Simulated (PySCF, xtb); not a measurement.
1,3-thiazol-4-ylsilane (C3H5NSSi), SMILES s1cc([SiH3])nc1.

Harmonic wavenumbers (cm⁻¹) from GFN2-xTB (xtb 6.7.1) at its own minimum, in rising order: 45, 150, 173, 410, 434, 523, 548, 629, 635, 758, 766, 767, 776, 780, 787, 860, 918, 1078, 1135, 1288, 1444, 1514, 2252, 2276, 2278, 3153, 3169.

Problem. What does TPSSh-D3(BJ)/def2-SVP run with PySCF give at its own minimum? (Estimate from the structure and the level; the computed values follow.)

Solution. 108, 161, 178, 401, 481, 594, 634, 657, 724, 766, 794, 826, 882, 907, 944, 955, 966, 1114, 1213, 1316, 1463, 1501, 2257, 2266, 2266, 3223, 3256. Paired by order, the mean absolute difference is 52 cm⁻¹ and the zero-point energies are 42.2 and 44.1 kcal/mol.
